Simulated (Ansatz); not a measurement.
Reaction (SMILES): NB (BH2-NH2) → B atom + 4 H atom + N atom
B3LYP-D3(BJ)/def2-TZVP geometries, fixed; electronic energies without zero-point terms.

Basis-set convergence of the atomisation energy at HF with Ansatz (an electronic-structure program). Cartesian d functions, on some or all atoms, in 6-31+G*, 6-31G**; all else is spherical. Open shells are unrestricted. No added dispersion term, no relativity. Functions are those of the species that has most. Reference: the value in aug-pcseg-3, 375.36 kcal/mol, itself unsure by roughly 0.94 kcal/mol (its mean distance from aug-cc-pVQZ, cc-pV5Z, def2-QZVPPD). Deviations are taken from unrounded values.

```csv
basis,functions,atomisation energy (kcal/mol),minus reference (kcal/mol)
STO-3G,14,457.84,82.48
6-31G,26,354.49,-20.87
pcseg-0,26,353.50,-21.86
def2-SV(P),36,366.02,-9.34
6-31+G*,46,368.93,-6.43
cc-pVDZ,48,364.60,-10.76
6-31G**,50,375.54,0.18
6-311+G**,68,370.54,-4.82
def2-SVPD,72,379.23,3.87
aug-cc-pVDZ,82,366.52,-8.84
aug-pcseg-1,82,373.76,-1.60
def2-TZVP,86,372.29,-3.07
def2-TZVPD,110,372.50,-2.86
pcseg-2,116,375.27,-0.09
aug-cc-pVTZ,184,373.50,-1.86
cc-pVQZ,230,374.25,-1.11
aug-cc-pVQZ,344,374.40,-0.96
aug-pcseg-3,366,375.36,0.00
```
